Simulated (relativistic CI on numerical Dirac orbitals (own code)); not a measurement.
Computed by Dirac-Coulomb-Breit CI, orbitals from a KLI potential per configuration, model QED (radiative potential, 1s self-energy scaled to tabulated hydrogen-like ionisation energies), unscaled Slater integrals (own radial code, finite nucleus).

The strongest absorption lines from the ground level of an ion, among the configurations computed and to levels below about 296 eV (vacuum wavelength in nm, gf): 4.2008 (0.68), 4.2299 (1.9), 5.1730 (0.37), 5.3087 (0.5), 5.3251 (0.33), 5.3733 (0.12), 5.5602 (0.059), 5.6616 (0.1).

Task: Which ion is it?
A. Pt XXXVIII
B. Pb XLIV
C. W XXXIV
D. Pb XLII

Result: D. Pb XLII has 41 electrons and the ground level 4s²4p⁶4d⁵ ⁴P5/2; the strongest line goes to 4s²4p⁶4d⁴4f ⁴D°7/2. The pattern of lines fixes the number of electrons, and along that sequence the line energies rise steadily with the charge (about as its square where n changes within one kind of shell, about linearly where n is kept but much faster in heavy ions where fine structure, which grows about as Z⁴, sets the gap, and irregularly where shells cross), which fixes Z. Configurations outside the model, such as inner-shell arrays, can give stronger lines. At this charge energies of transitions that change n are usually good to better than 1 %, and those within a shell (Δn = 0) to a few per cent.

LS names give the leading component of a level, which can be under half, so a name can repeat, a term be missing and a line seem to break the LS rules.
